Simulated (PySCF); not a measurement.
An unknown shows these calculated signals:

$^{1}$H NMR (300 MHz, computed): δ 4.23 (t, 2H), 1.62 (m, 2H), 1.04 (s, 9H).

$^{13}$C{$^{1}$H} NMR (computed): δ 137.3 (C), 29.3 (CH3), 19.5 (C), 19.4 (CH2).

Theoretical values (PySCF 2.14.0 with density-fitted response routines): GIAO PBE0/pcSseg-1 shieldings, coordinates at the GFN2-xTB level. In vacuum, non-relativistic, equivalent nuclei averaged, a single conformation.

References, each an isolated molecule treated in the same way: TMS for $^{1}$H (σ = 31.72 ppm), $^{13}$C (σ = 186.93 ppm).

Question: Which of these does the molecule contain: an OH group, a C≡C triple bond, a CF3 group, a tert-butyl group, a ketone, a Si–H bond?

Answer: 
- An OH group: no.
- A C≡C triple bond: no.
- A CF3 group: yes (δC 137.3).
- A tert-butyl group: yes (δC 29.3, 19.5; δH 1.04 (s)).
- A ketone: no.
- A Si–H bond: yes (δH 4.23 (t)).

The data belong to `CC(C)(C)[SiH2]CC(F)(F)F`, C₆H₁₃F₃Si; they needn't prove each group on their own.

Carbon signals by region: 1 in the sp2 and nitrile region (100–160 ppm), 3 below 50 ppm.

Splittings by $^{19}$F in the carbon and heteronuclear signals aren't shown, as no couplings were computed. Shifts are as computed. Against solution values, carbons near 30 ppm lie about +3 ppm off and those near 130 ppm about +5 ppm. Of 1309 compounds with measured shifts, 239 miss one by over three times the rms of a fit or turn the order of signals round; such compounds aren't used in these exercises. Multiplicities follow the n + 1 count of equivalent neighbours, as no J values were calculated; m marks all less simple cases, F and P coupling included.
